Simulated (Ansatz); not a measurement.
Potential energy curve for MgH, doublet.

- UCCSD(T) = CCSD(T) on UHF/aug-cc-pVDZ, frozen core (Ansatz, a quantum-chemistry and plane-wave program)
- UKS-PBE = unrestricted PBE/aug-cc-pVDZ run with Ansatz
- UKS-CAM-B3LYP = unrestricted CAM-B3LYP/aug-cc-pVDZ run with Ansatz
- FCI = full CI/aug-cc-pVDZ, frozen core (Ansatz)

Cost and accuracy over the 23 points of the scan, with FCI as yardstick. Costs are rough ratios of core time within Ansatz on shared cores, each with its mean field (Kohn-Sham runs search longer for lower solutions than correlated ones do); the miss is the largest error against full CI of the curve after the mean shift, in eV.

Which is the cheapest of these levels that stays within 0.041 eV of FCI?

UCCSD(T).

```tsv
level	relative cost	largest error
UCCSD(T)	1	0.004
UKS-PBE	2	0.078
UKS-CAM-B3LYP	2	0.155
```

Costs within a factor of two of each other count as equal.

The unrestricted determinant behind UCCSD(T) is spin-contaminated at 2.39 to 3.10 Å (<S²> up to 0.9, against 0.75 for a pure doublet).
